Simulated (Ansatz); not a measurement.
Reaction (ligand exchange at the Al–N bond): `C[N](C)[AlH][Cl]` + CH₃SH → `C[S][AlH][Cl]` + `CNC`

Gas-phase electronic energies from Ansatz, PBE0-D4/def2-TZVP geometries. CCSD(T)/CBS is the MP2 limit (def2-TZVPP, def2-QZVPP) plus CCSD(T) − MP2 in def2-TZVPP, frozen cores. This one scheme is used for every species. Functionals use def2-TZVPP. HSE06 is defined as in plane-wave codes. Each species was taken in one conformer, which may not be the lowest.

```csv
level,ΔE (kJ/mol)
BLYP-D4,-8.7
HSE06-D4,-19.0
ωB97M-V,-12.2
LC-ωPBE,-14.9
```

Problem. What does CCSD(T)/CBS give? (Estimate.)

Solution. The calculation gave: -13.2 kJ/mol. The listed levels differ from it by 4.5, -5.8, 1.0, -1.7 kJ/mol.

Problem. What do rigid-rotor, harmonic-oscillator terms from PBE0-D4/def2-TZVP frequencies (298.15 K, 1 bar) make of the CCSD(T)/CBS value? (Best estimate.)

Solution. The calculation gave: ΔZPE = +8.3 kJ/mol, ΔH = -5.0 kJ/mol, ΔS = 10 J/(mol·K), ΔG = -7.8 kJ/mol.

Largest T1 diagnostic among the species: 0.011.

Leaving LDA and LC-ωPBE aside and taking each functional with its dispersion term where it has one, the values, not all of them listed here, spread over 11.6 kJ/mol, from HSE06-D4 to CAM-B3LYP-D4. LDA lies +8.8 kJ/mol from PBE without D4. In def2-TZVPP, CCSD(T) changes the Hartree–Fock value by +8.0 kJ/mol (the triples alone add −0.1 kJ/mol) and MP2 by +7.9 kJ/mol. At CCSD(T), def2-SVP lies +7.1 kJ/mol from the extrapolated value and def2-TZVPP +3.9 kJ/mol.
